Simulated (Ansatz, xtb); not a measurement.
# Two isomers of C3H3BFNO

Structure X: `Bc1ncc(F)o1`, a singlet. Structure Y: `Bc1cnc(F)o1`, a singlet. Both are isolated molecules in the gas phase, relaxed with B3LYP-D3(BJ)/def2-SVP; the shapes shown needn't be the lowest conformers.

X (Å):

```csv
atom,x (Å),y (Å),z (Å)
C,-1.7352,-0.2571,-2.0402
C,-0.8287,-0.0144,-0.0937
C,-0.5916,1.1224,-0.8317
B,-2.4690,-0.7357,-3.2882
F,0.0421,2.2277,-0.5581
N,-1.5486,-0.8586,-0.8825
O,-1.1311,1.0113,-2.0290
H,-2.5277,-0.0265,-4.2570
H,-2.9742,-1.8244,-3.2651
H,-0.5214,-0.2407,0.9247
```

Y (Å):

```xyz
10

C    -1.7468    0.0220   -1.8713
C    -1.5258    0.7566   -0.7190
C     0.2337   -0.2981   -1.0752
B    -2.9238   -0.1232   -2.8079
F     1.4257   -0.8108   -1.0378
N    -0.2655    0.5443   -0.2240
O    -0.5360   -0.6730   -2.0740
H    -2.8710   -0.8435   -3.7692
H    -3.9167    0.5095   -2.5547
H    -2.2295    1.4296   -0.2297
```

Quicker runs give these differences E(Y) − E(X): GFN2-xTB −0.228 eV; HF/STO-3G −0.146 eV (at GFN2-xTB geometries); r2SCAN-D4/def2-SVP −0.332 eV (at GFN2-xTB geometries).

**Question.** Estimate E(Y) − E(X) at the level CCSD(T)/def2-SVP + ΔMP2/def2-TZVPP.

**Answer.** Calculated at CCSD(T)/def2-SVP + ΔMP2/def2-TZVPP: E(Y) − E(X) = −0.345 eV, so structure Y lies lower.

How the difference moves with the method:

| level | geometry | E(Y) − E(X) (eV) | departure from the last row (eV) | job, with rough time for the two |
| --- | --- | --- | --- | --- |
| GFN2-xTB | GFN2-xTB | −0.228 | +0.117 | optimisation, 0.23 s |
| HF/STO-3G | GFN2-xTB | −0.146 | +0.199 | single point, 0.6 s |
| r2SCAN-D4/def2-SVP | GFN2-xTB | −0.332 | +0.013 | single point, 4.4 s |
| B3LYP-D3(BJ)/def2-SVP | B3LYP-D3(BJ)/def2-SVP | −0.320 | +0.025 | optimisation, 42 s |
| HF/def2-SVP | B3LYP-D3(BJ)/def2-SVP | −0.513 | −0.169 | part of the CCSD(T) run |
| MP2/def2-SVP | B3LYP-D3(BJ)/def2-SVP | −0.330 | +0.014 | part of the CCSD(T) run |
| CCSD(T)/def2-SVP | B3LYP-D3(BJ)/def2-SVP | −0.366 | −0.021 | single point |
| CCSD(T)/def2-SVP + ΔMP2/def2-TZVPP | B3LYP-D3(BJ)/def2-SVP | −0.345 |  | single point, 62 s |

As drawn, both hold the same kinds of bond in the same numbers.

None of the levels shown reverses the order. The largest departure from CCSD(T)/def2-SVP + ΔMP2/def2-TZVPP is that of HF/STO-3G, 0.199 eV. The last row adds to CCSD(T) the change of the MP2 difference between the two basis sets, here +0.021 eV.

With thermal terms from frequencies at re-optimised GFN2-xTB minima (ideal gas, soft modes damped towards free rotors, one conformer each, 298.15 K, 1 atm): on the last row, ΔE + ΔZPE = −0.333, ΔH = −0.336, ΔG = −0.331 eV.

The correlated steps freeze 7 core orbitals. Programs: Ansatz 0.2.0, xtb 6.7.1; the last row on 2 threads of AMD EPYC 7R43 64-Core Processor (Zen 3) on a shared host.
